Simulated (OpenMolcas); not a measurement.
Rb I: input and output

Input:

```
&GATEWAY
Coord
1

Rb 0.0 0.0 0.0
Basis=ANO-R3
Group=XYZ
NoMove
AngMom=0.0 0.0 0.0
AMFI
&SEWARD
&RASSCF
FileOrb=start.orb
Symmetry=1
Spin=2
nActEl=1 0 0
Inactive=9 9
Ras2=6 3
CIRoot=1 1 1
SDav=6
CIMx=300
Iter=120 100
PrWF=0.3
OrbListing=Nothing
MaxOrb=0
Atom
>>> COPY $Project.JobIph JOB001
&RASSCF
FileOrb=start.orb
Symmetry=2
Spin=2
nActEl=1 0 0
Inactive=9 9
Ras2=6 3
CIRoot=3 3 1
SDav=3
CIMx=300
Iter=120 100
PrWF=0.3
OrbListing=Nothing
MaxOrb=0
Atom
>>> COPY $Project.JobIph JOB002
&RASSI
NrOfJobIphs=2 1 3
1
1 2 3
IphNames
JOB001
JOB002
EJob
SpinOrbit
DIPRint=1.0
SOCoupling=1000.0
Subsets=2
MEES
Property=10
'ANGMOM' 1 'ANGMOM' 2 'ANGMOM' 3 'MLTPL  1' 1 'MLTPL  1' 2 'MLTPL  1' 3
'AMFI' 1 'AMFI' 2 'AMFI' 3 'MLTPL  2' 6
SOProperty=3
'ANGMOM' 1 'ANGMOM' 2 'ANGMOM' 3
```

Launched by
```bash
OMP_NUM_THREADS=1 MOLCAS_MEM=2252 MOLCAS_PROJECT=a pymolcas a.inp > a.log  # once for each step of the input, in one work folder
```

A driver script runs the steps one by one and writes start.orb anew before each from the orbitals found so far.

Output, cut to the results:

```
--- SEWARD ---
Basis set label: RB.ANO-R...7S6P4D2F1G.

      Electronic valence basis set:
      ------------------
      Associated Effective Charge  37.000000 au
      Associated Actual Charge     37.000000 au
      Nuclear Model: Finite nucleus - Gaussian distribution
        Gaussian exponent, Xi/bohr**(-2):  2.33015E+08

      Shell  nPrim  nBasis  Cartesian Spherical Contaminant
         s      22       7        X
         p      15       6        X
         d      10       4                 X
         f       6       2                 X
         g       3       1                 X
                  Relativistic X2C integrals
                  Atomic mean-field integrals
--- RASSCF ---
Wave function specifications:
      -----------------------------

      Number of closed shell electrons          36
      Number of electrons in active shells       1
      Max number of holes in RAS1 space          0
      Max nr of electrons in RAS3 space          0
      Number of inactive orbitals               18
      Number of active orbitals                  9
      Number of secondary orbitals              41
      Spin quantum number                      0.5
      State symmetry                             1
Orbital specifications:
      -----------------------

      Symmetry species                           1   2
                                                ag  au
      Frozen orbitals                            0   0
      Inactive orbitals                          9   9
      Active orbitals                            6   3
      RAS1 orbitals                              0   0
      RAS2 orbitals                              6   3
      RAS3 orbitals                              0   0
      Secondary orbitals                        21  20
      Deleted orbitals                           0   0
      Number of basis functions                 36  32
      Number of CSFs                             6
      Number of root(s) required                 1
      Iter CI   SX   CI       RASSCF       Energy    max ROT     max BLB   max BLB  Level Ln srch  Step   QN
          iter iter root      energy       change     param      element    value   shift minimum  type update
 Nr of preliminary CI iterations:   1
 ###############################################################################
 ###############################################################################
 ###                                                                         ###
 ###                                                                         ###
 ###    WARNING: Problems in orbital optimization.                           ###
 ###                                                                         ###
 ###                                                                         ###
 ###############################################################################
 ###############################################################################
  Warning: In symmetry  1, orbital p=  10 has diagonal density matrix element D(p,p) close to zero. D(p,p)=  1.513481E-26
  Warning: In symmetry  1, orbital p=  11 has diagonal density matrix element D(p,p) close to zero. D(p,p)=  1.167076E-31
        ...
  Warning: In symmetry  2, orbital p=  10 has diagonal density matrix element D(p,p) close to zero. D(p,p)=  0.000000E+00
  Warning: In symmetry  2, orbital p=  11 has diagonal density matrix element D(p,p) close to zero. D(p,p)=  0.000000E+00
  Warning: In symmetry  2, orbital p=  12 has diagonal density matrix element D(p,p) close to zero. D(p,p)=  0.000000E+00
        9   1    5    1  -979.14789088   -8.79E-09   1.23E-05    9  17 1 -2.10E-05   0.50   1.29    QN   YES
      Convergence after  9 iterations
       10   1    5    1  -979.14789088   -8.65E-10   1.23E-05    9  17 1 -3.78E-06   0.50   1.29    QN   YES
      Natural orbitals and occupation numbers for root  1
      sym 1:   0.000000   0.000000  -0.000000   0.000000   0.000000   1.000000
      sym 2:   0.000000   0.000000   0.000000
::    RASSCF root number  1 Total energy:  -2979.14789088
--- RASSCF ---
Wave function specifications:
      -----------------------------

      Number of closed shell electrons          36
      Number of electrons in active shells       1
      Max number of holes in RAS1 space          0
      Max nr of electrons in RAS3 space          0
      Number of inactive orbitals               18
      Number of active orbitals                  9
...
--- RASSI ---
SPIN-FREE ENERGIES:
  (Shifted by EMIN (a.u.) =      -2979.1478908825)

 SF State       Relative EMIN(au)   Rel lowest level(eV)    D:o, cm**(-1)      L_eff

     1             0.0000000000        0.0000000000              0.0000         0.0
     2             0.0960274504        2.6130400439          21075.5893         1.0
     3             0.0960274504        2.6130400439          21075.5893         1.0
     4             0.0960274504        2.6130400439          21075.5893         1.0
     Dipole printing threshold changed to   1.00000000E+00

++ Dipole transition strengths (spin-free states):
   -----------------------------------------------
     for osc. strength at least  1.00000000E+00

  ( Max oscillator strength is only   0.48901861921423723      )
--
Eigenvalues of complex Hamiltonian:
   -----------------------------------
  (Shifted by EMIN (a.u.) =      -2979.1478908825)

 SO State       Relative EMIN(au)   Rel lowest level(eV)    D:o, cm**(-1)     J-value

     1             0.0000000000        0.0000000000              0.0000         0.4
     2             0.0000000000        0.0000000000              0.0000         0.4
     3             0.0946128655        2.5745472260          20765.1238         0.4
     4             0.0946128655        2.5745472260          20765.1238         0.4
     5             0.0967347429        2.6322864529          21230.8220         1.4
     6             0.0967347429        2.6322864529          21230.8220         1.4
     7             0.0967347429        2.6322864529          21230.8220         0.8
     8             0.0967347429        2.6322864529          21230.8220         0.8
Weights of the five most important spin-orbit-free states for each spin-orbit state.

 SO State  Total energy (au)           Spin-free states, spin, and weights
 -------------------------------------------------------------------------------------------------------
...
```

The J values that RASSI prints are effective ones from its own formula and need not be integers or half-integers; the table below assigns J from the states.

Levels above the lowest, from the spin-orbit matrix, grouped by J:

```tsv
Configuration	Term	J	E (cm-1)	Measured (cm-1)	g	Term weight %
5s	2S	1/2	0.0	0.0	2.002	100
5p	2P*	1/2	20765	12579	0.666	100
5p	2P*	3/2	21231	12817	1.334	100
```

Against the 2 measured excited levels shown (NIST Handbook of Basic Atomic Spectroscopic Data) the mean absolute deviation is 8300 cm-1; the largest miss in energy is 5p 2P* 3/2: computed 21231, measured 12817 cm-1 (+65.7 %).

ANO sets are built for ground and valence states and can reach diffuse excited orbitals poorly. With one active electron the reference holds no correlation, so core polarisation is missing. The ANO-R sets hold no well-fitted valence p shell for this element, so s → p excitations can come out far too high. No level of 4d was computed, though it lies in the active space. Computed and measured levels are paired by configuration, term and J; levels that our copy of the source lacks, or whose pairing is in doubt (as where it misses far off the trend of its configuration), stay unpaired and out of the deviations. Levels of configurations outside the active space are missing. The first state left out of the spin-orbit step lies near 36000 cm-1 above the lowest spin-free state of the reference (among the parities and spins computed), and the list stops at four fifths of that energy or lower.

The term weight is that of the spin-free term in the level, not the purity of its configuration. * marks odd parity.
